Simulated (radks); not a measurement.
Species: He. Configuration: 1s1.75 2s0.25 (fractional occupations, a model configuration). Calculated with a radial shooting solver on a logarithmic mesh with Libxc functionals: non-relativistic Kohn-Sham, BP86, spin-polarised, spherical densities, point nucleus; open shells are filled with parallel spins first.

Normalised radial functions P(r) = r R(r), r in bohr:

```
   r/bohr * 1s up, o 1s down, + 2s up (the largest magnitude, 0.95, reaches the edge; | marks zero, & curves that meet)
  0.04969                             |+    &
  0.06216                             |+      &
  0.07777                             |+       o*
  0.09729                             |+         &
   0.1227                             | +          o*
   0.1535                             | +             &
    0.192                             | +               o*
   0.2403                             |  +                 &
   0.3006                             |  +                   o*
   0.3791                             |  +                     o*
   0.4742                             |  +                       &
   0.5933                             |  +                       &
   0.7423                             |  +                      &
   0.9361                             | +                    &
    1.171                             |+                  &
    1.465                            +|              &
    1.833                          +  |         *o
    2.293                         +   |     *o
    2.892                       +     |  &
    3.618                     +       |*o
    4.527                   +         *o
    5.663                  +          &
    7.142                   +         &
    8.935                    +        &
    11.18                       +     &
    13.98                          +  &
     17.5                            +&
    22.06                             &
     27.6                             &
```

1s up: eigenvalue -20.618 eV, 0 radial nodes, <r> = 0.886 bohr, 90 % of the charge inside 1.61 bohr. 1s down: eigenvalue -19.310 eV, 0 radial nodes, <r> = 0.905 bohr, 90 % of the charge inside 1.65 bohr. 2s up: eigenvalue -1.138 eV, 1 radial node at r = 1.30 bohr, <r> = 7.05 bohr, 90 % of the charge inside 10.9 bohr.
